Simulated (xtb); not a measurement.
water (H2O), SMILES O. All values are semi-empirical tight-binding results from xtb (GFN2-xTB unless named), good for trends rather than for accurate numbers. Coordinates come from a GFN2-xTB optimisation.

Optimised geometry:

```xyz
3

O      0.0000     0.0000    -0.1138
H      0.0000    -0.7722     0.4552
H      0.0000     0.7722     0.4552
```

Task: Estimate the properties. (An estimate is asked for; the answer gives what the named calculation found.)

Result: 
```
Quantity                                          Value
----------------------------------------  -------------
point group as xtb finds it                         C2v
orbital gap                                    14.39 eV
dipole moment                                    2.22 D
zero-point energy                         12.6 kcal/mol
G − E(el) at 298.15 K (modified RRHO)      1.6 kcal/mol
static polarisability (D4 model)              9.4 bohr³
solvation energy, GFN2-xTB/ALPB(water)    -9.1 kcal/mol
solvation energy, GFN2-xTB/ALPB(toluene)  -1.5 kcal/mol
```

Computed IR lines (harmonic; lines under 4 % of the strongest left out, lines within 3 cm⁻¹ merged):
ν (cm⁻¹): 1540 (vs), 3643 (w), 3651 (w) (against the strongest line: vs over 80 %, s over 45 %, m over 15 %, w over 4 %, vw less)

Computed atomic charges:
charges (e) O1 -0.56, H2 0.28, H3 0.28.
